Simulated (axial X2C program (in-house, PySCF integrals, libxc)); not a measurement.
## Worked dissociation energy of SrAl: TPSS, 2c

All values were computed with an axial X2C code built on PySCF integrals. Two-component (2c) means X2C with spin–orbit coupling and atomic mean-field two-electron Coulomb and Gaunt terms. Basis: Sr dyall-cv3z [13s12p8d5f1g], Al dyall-v3z [8s8p2d1f] (cores contracted in-house); Gaussian nuclei, density fitting, unrestricted open shells. Masses: Sr 87.906 u, Al 26.982 u.

Molecular state: Ω = 1/2 (⟨Sz⟩ = -0.50, ⟨Lz⟩ = 1.00 at TPSS).

* E(Sr) (2M_J = 0): -3177.980875 hartree
* E(Al) (2M_J = 1): -242.799585 hartree
* E(SrAl) at Re: -3420.804308 hartree
* ωe: 165.4 cm⁻¹
* ωexe: 0.837 cm⁻¹

Work out De and D0.

De = -3177.980875 + (-242.799585) − (-3420.804308) = 0.02385 hartree = 0.649 eV. The zero-point energy is ωe/2 − ωexe/4 = 83 cm⁻¹ = 0.010 eV, so D0 = 0.639 eV.

One determinant describes the state; a PBE0 search over occupations chose it and may have missed a lower one. Dissociation energies refer to the lowest single-determinant-based atoms at the same level and basis. Density functionals use the spin component along the axis (collinear). In 2c an atomic determinant is not the ground J level, so De misses part of the atomic spin–orbit lowering. This holds for TPSS. Other states lie close and PBE0, whose exact exchange favours high spin, may order them wrongly; the determinant shown need not be the ground state. The nearest other 2c determinant of the search, Ω = 3/2, lies 0.01 eV up at the distance of the search. Without a current term, density functionals place determinants with orbital angular momentum somewhat too high. The atomic limit has a lower orbital projection than the molecule and lies lower at mean-field level, so De may be about a tenth of an eV too small. The determinant is spin-polarised beyond a pure state at some levels (its spin-free form has ⟨S²⟩ too high), which makes Re and μ there less reliable.

Each atomic determinant is the lowest at this level and need not be a pure J level. Totals compare only within one Hamiltonian and basis.
